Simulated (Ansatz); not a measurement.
Harmonic frequencies (cm⁻¹) at PBE0-D4/def2-TZVP from Ansatz: 14, 36, 66, 127, 136, 192, 222, 352, 371, 475, 538, 635, 655, 677, 740, 823, 834, 877, 938, 1144, 1211, 1436, 1441, 2175, 2180, 2556, 2630, 3035, 3107, 3135.

Each molecule was computed in one conformer, which needn't be the lowest.

(1) Which molecule is it?
A. `CC[CH2][AlH2]`
B. `NC1(F)C=C[SiH2]1`
C. `NC[SiH](Cl)I`
D. `[BH2][Al]([CH3])[SiH2]F`

Results:

(1) D.
